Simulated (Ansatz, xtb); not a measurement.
Pulling on the Mg1–H2 bond in CH4Mg (SMILES [CH3][MgH]) (multiplicity 1 held, fragments rigid). Energies count from the point at 1.704 Å.
Geometry at that point (charge 0, multiplicity 1):
```xyz
6

Mg    -0.728    -0.389    -0.107
H     -2.219    -1.185    -0.328
C      1.099     0.587     0.162
H      1.572     0.308     1.109
H      0.981     1.674     0.170
H      1.809     0.346    -0.635
```

Restricted levels (R-, RO-) in cc, def2 and unpolarised 6-31G sets keep to the state of the molecule at rest. Unrestricted levels (U-) break spin symmetry where that is lower. Active spaces are followed from a long bond inwards. Curves can end on different states.

Frozen-core correlation.

Codes used: Ansatz (Gaussian orbitals); xtb for the GFN methods. Values without a source in brackets are computed. The GFN methods have no spin term and hold the electronic entropy of 300 K.

Energies in kcal/mol.

```tsv
R (Å)	GFN2-xTB	U-HF/def2-SVPD	U-CCSD(T)/def2-SVPD	R-CCSDT(Q)/def2-SVPD	FIC-MRCISD+Q on CASSCF(2,2)/def2-SVPD
1.364	11.5	20.6	20.4	20.5	20.4
1.534	1.8	4.3	4.3	4.3	4.3
1.704	0.0	0.0	0.0	0.0	0.0
1.875	1.3	2.5	2.1	2.0	2.1
2.045	4.0	8.6	7.4	7.4	7.5
2.301	9.4	20.8	18.1	18.0	18.1
2.557	16.2	[?]	29.4	29.2	29.4
2.983	28.6	[?]	46.1	45.6	45.8
3.409	41.1	[?]	58.3	57.2	57.6
3.920	54.4	51.0	66.5	64.9	65.3
4.602	67.4	51.7	69.3	68.3	69.0
5.454	76.6	51.9	69.8	68.9	70.0
```

### Question
What belongs in the gaps?

### Answer

- 3.409, U-HF/def2-SVPD: 49.1
- 2.983, U-HF/def2-SVPD: 44.6
- 2.557, U-HF/def2-SVPD: 33.3

Doubts at one or more of the structures used: a spin-contaminated determinant (U-HF/def2-SVPD, U-CCSD(T)/def2-SVPD); T1 above 0.05 (U-CCSD(T)/def2-SVPD, R-CCSDT(Q)/def2-SVPD); a restricted determinant that unrestricted orbitals would lower (R-CCSDT(Q)/def2-SVPD); other coupled-cluster roots lie near (R-CCSDT(Q)/def2-SVPD).

Ansatz is a program for electronic structure.
